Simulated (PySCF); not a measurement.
Delta-SCF ions had no search for a lower state. Excitations are Tamm–Dancoff values on a coarser integration grid. The basis has no diffuse functions, so Rydberg states are missing or too high.

Species: CH6OSi, SMILES `CO[SiH3]` (charge 0, multiplicity 1).

Problem. What HOMO, T1 excitation (TDA), dipole moment, vertical ionisation energy (Delta-SCF) and S1–T1 gap (TDA) does r2SCAN-D4/def2-TZVP run with PySCF 2.14.0 give?

Solution. 
- HOMO = -7.00 eV
- T1 excitation (TDA) = 6.52 eV
- dipole moment = 1.13 D
- vertical ionisation energy (Delta-SCF) = 10.27 eV
- S1–T1 gap (TDA) = 0.37 eV
